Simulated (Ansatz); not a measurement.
`SC#Cc1ccc(C#Cc2ccc(C#Cc3ccc(C#Cc4ccc(S)cc4)cc3)cc2)cc1`. Total charge 0; singlet. Geometry r2SCAN-D4/def2-SVP.

Cartesian coordinates in Å:
```
S -15.020 2.725 2.395
C -13.366 2.556 2.148
C -12.179 2.313 1.958
C -10.803 2.051 1.740
C -9.864 3.109 1.684
C -8.517 2.850 1.470
C -8.050 1.524 1.304
C -6.675 1.261 1.085
C -5.485 1.032 0.895
C -4.112 0.767 0.675
C -3.639 -0.563 0.566
C -2.293 -0.823 0.352
C -1.360 0.235 0.235
C 0.013 -0.031 0.014
C 1.202 -0.263 -0.179
C 2.574 -0.532 -0.402
C 3.501 0.523 -0.579
C 4.845 0.259 -0.800
C 5.323 -1.072 -0.853
C 6.695 -1.342 -1.079
C 7.882 -1.577 -1.276
C 9.254 -1.851 -1.505
C 10.176 -0.804 -1.735
C 11.522 -1.070 -1.960
C 11.994 -2.396 -1.964
S 13.686 -2.818 -2.240
C 11.086 -3.447 -1.734
C 9.742 -3.179 -1.509
C 4.397 -2.128 -0.674
C 3.053 -1.864 -0.454
C -1.833 1.565 0.345
C -3.178 1.825 0.561
C -8.991 0.468 1.360
C -10.338 0.725 1.574
H -15.042 4.077 2.518
H -10.211 4.138 1.812
H -7.801 3.675 1.428
H -4.351 -1.388 0.654
H -1.939 -1.854 0.269
H 3.143 1.555 -0.540
H 5.551 1.082 -0.936
H 9.820 0.230 -1.736
H 12.213 -0.240 -2.136
H 14.137 -1.556 -2.403
H 11.440 -4.482 -1.733
H 9.044 -4.002 -1.333
H 4.755 -3.160 -0.712
H 2.346 -2.686 -0.318
H -1.121 2.389 0.256
H -3.532 2.856 0.644
H -8.643 -0.561 1.233
H -11.054 -0.101 1.616
```

Single mean-field runs in def2-SVP, def2-TZVP are fitted with def2-universal-jkfit.

(1) Estimate the orbital energies around the gap (eV) in Ansatz with PBE-D4/def2-SVP, PBE-D4/def2-TZVP, r2SCAN-D4/def2-TZVP, PBE0-D4/def2-SVP, PBE0-D4/def2-TZVP.

Answers

(1) 
```json
{"orbital": "HOMO−9", "PBE-D4/def2-SVP": "-6.59", "PBE-D4/def2-TZVP": "-6.67", "r2SCAN-D4/def2-TZVP": "-6.90", "PBE0-D4/def2-SVP": "-7.86", "PBE0-D4/def2-TZVP": "-7.89"}
{"orbital": "HOMO−8", "PBE-D4/def2-SVP": "-6.59", "PBE-D4/def2-TZVP": "-6.67", "r2SCAN-D4/def2-TZVP": "-6.87", "PBE0-D4/def2-SVP": "-7.85", "PBE0-D4/def2-TZVP": "-7.86"}
{"orbital": "HOMO−7", "PBE-D4/def2-SVP": "-6.58", "PBE-D4/def2-TZVP": "-6.65", "r2SCAN-D4/def2-TZVP": "-6.87", "PBE0-D4/def2-SVP": "-7.73", "PBE0-D4/def2-TZVP": "-7.75"}
{"orbital": "HOMO−6", "PBE-D4/def2-SVP": "-6.57", "PBE-D4/def2-TZVP": "-6.64", "r2SCAN-D4/def2-TZVP": "-6.85", "PBE0-D4/def2-SVP": "-7.69", "PBE0-D4/def2-TZVP": "-7.71"}
{"orbital": "HOMO−5", "PBE-D4/def2-SVP": "-6.55", "PBE-D4/def2-TZVP": "-6.63", "r2SCAN-D4/def2-TZVP": "-6.84", "PBE0-D4/def2-SVP": "-7.69", "PBE0-D4/def2-TZVP": "-7.70"}
{"orbital": "HOMO−4", "PBE-D4/def2-SVP": "-6.53", "PBE-D4/def2-TZVP": "-6.60", "r2SCAN-D4/def2-TZVP": "-6.83", "PBE0-D4/def2-SVP": "-7.67", "PBE0-D4/def2-TZVP": "-7.68"}
{"orbital": "HOMO−3", "PBE-D4/def2-SVP": "-6.17", "PBE-D4/def2-TZVP": "-6.27", "r2SCAN-D4/def2-TZVP": "-6.48", "PBE0-D4/def2-SVP": "-7.27", "PBE0-D4/def2-TZVP": "-7.31"}
{"orbital": "HOMO−2", "PBE-D4/def2-SVP": "-5.65", "PBE-D4/def2-TZVP": "-5.74", "r2SCAN-D4/def2-TZVP": "-5.92", "PBE0-D4/def2-SVP": "-6.65", "PBE0-D4/def2-TZVP": "-6.68"}
{"orbital": "HOMO−1", "PBE-D4/def2-SVP": "-5.16", "PBE-D4/def2-TZVP": "-5.25", "r2SCAN-D4/def2-TZVP": "-5.39", "PBE0-D4/def2-SVP": "-6.06", "PBE0-D4/def2-TZVP": "-6.10"}
{"orbital": "HOMO", "PBE-D4/def2-SVP": "-4.83", "PBE-D4/def2-TZVP": "-4.91", "r2SCAN-D4/def2-TZVP": "-5.02", "PBE0-D4/def2-SVP": "-5.66", "PBE0-D4/def2-TZVP": "-5.68"}
{"orbital": "LUMO", "PBE-D4/def2-SVP": "-2.86", "PBE-D4/def2-TZVP": "-2.96", "r2SCAN-D4/def2-TZVP": "-2.90", "PBE0-D4/def2-SVP": "-2.32", "PBE0-D4/def2-TZVP": "-2.38"}
{"orbital": "LUMO+1", "PBE-D4/def2-SVP": "-2.26", "PBE-D4/def2-TZVP": "-2.37", "r2SCAN-D4/def2-TZVP": "-2.28", "PBE0-D4/def2-SVP": "-1.63", "PBE0-D4/def2-TZVP": "-1.70"}
{"orbital": "LUMO+2", "PBE-D4/def2-SVP": "-1.56", "PBE-D4/def2-TZVP": "-1.69", "r2SCAN-D4/def2-TZVP": "-1.55", "PBE0-D4/def2-SVP": "-0.82", "PBE0-D4/def2-TZVP": "-0.90"}
{"orbital": "LUMO+3", "PBE-D4/def2-SVP": "-1.40", "PBE-D4/def2-TZVP": "-1.57", "r2SCAN-D4/def2-TZVP": "-1.41", "PBE0-D4/def2-SVP": "-0.51", "PBE0-D4/def2-TZVP": "-0.66"}
{"orbital": "LUMO+4", "PBE-D4/def2-SVP": "-1.30", "PBE-D4/def2-TZVP": "-1.47", "r2SCAN-D4/def2-TZVP": "-1.30", "PBE0-D4/def2-SVP": "-0.42", "PBE0-D4/def2-TZVP": "-0.57"}
{"orbital": "LUMO+5", "PBE-D4/def2-SVP": "-1.29", "PBE-D4/def2-TZVP": "-1.44", "r2SCAN-D4/def2-TZVP": "-1.28", "PBE0-D4/def2-SVP": "-0.41", "PBE0-D4/def2-TZVP": "-0.54"}
```
